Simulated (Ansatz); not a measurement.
Cu₃Se⁺. Total charge 1; quintet. Geometry r2SCAN-D4/def2-SVP.

```
atom    x (Å)    y (Å)    z (Å)
 Cu1   0.4623   1.2581   0.8861
 Cu2   1.5852  -0.4549  -0.1292
 Cu3  -1.5686   0.5004   0.1597
 Se4  -0.4789  -1.3036  -0.9166
```

The 6-31G sets use Cartesian d functions. B3LYP takes the VWN-RPA correlation. At PBE0-D4/def2-TZVP a singlet of charge 1 lies 4.52 eV below the quintet, each at its own geometry. The structure comes from a short search, and lower isomers may exist.

Estimate the α-spin orbital energies around the gap (eV) in Ansatz with HF/6-31G, PBE-D4/def2-TZVP, r2SCAN-D4/def2-TZVP, B3LYP-D4/def2-TZVP, PBE0-D4/def2-TZVP.


```
orbital  HF/6-31G  PBE-D4/def2-TZVP  r2SCAN-D4/def2-TZVP  B3LYP-D4/def2-TZVP  PBE0-D4/def2-TZVP
HOMO−13    -26.01            -13.06               -13.31              -14.86             -15.23
HOMO−12    -25.99            -13.06               -13.31              -14.84             -15.21
HOMO−11    -25.65            -12.99               -13.21              -14.79             -15.15
HOMO−10    -25.60            -12.92               -13.12              -14.64             -14.99
 HOMO−9    -18.37            -12.54               -12.77              -14.29             -14.64
 HOMO−8    -18.31            -12.49               -12.73              -14.24             -14.62
 HOMO−7    -18.21            -12.38               -12.61              -14.07             -14.44
 HOMO−6    -18.18            -12.22               -12.49              -14.03             -14.40
 HOMO−5    -18.16            -12.17               -12.42              -14.00             -14.37
 HOMO−4    -16.93            -12.16               -12.40              -13.82             -14.12
 HOMO−3    -16.06            -12.12               -12.39              -13.45             -13.73
 HOMO−2    -13.89            -12.03               -12.32              -13.23             -13.56
 HOMO−1    -13.16            -10.37               -10.57              -11.05             -11.22
   HOMO    -12.40             -9.19                -9.43               -9.58              -9.71
   LUMO     -4.52             -7.77                -7.56               -7.13              -6.82
 LUMO+1     -3.77             -6.00                -5.90               -5.24              -5.07
 LUMO+2     -2.61             -5.51                -5.21               -4.78              -4.59
 LUMO+3     -2.41             -5.22                -4.96               -4.50              -4.29
 LUMO+4     -2.24             -4.80                -4.52               -4.08              -3.86
 LUMO+5     -1.04             -3.46                -3.06               -2.78              -2.60
 β HOMO    -13.52            -11.78               -11.93              -13.12             -13.21
 β LUMO     -5.11            -11.26               -11.10              -10.61             -10.28
```
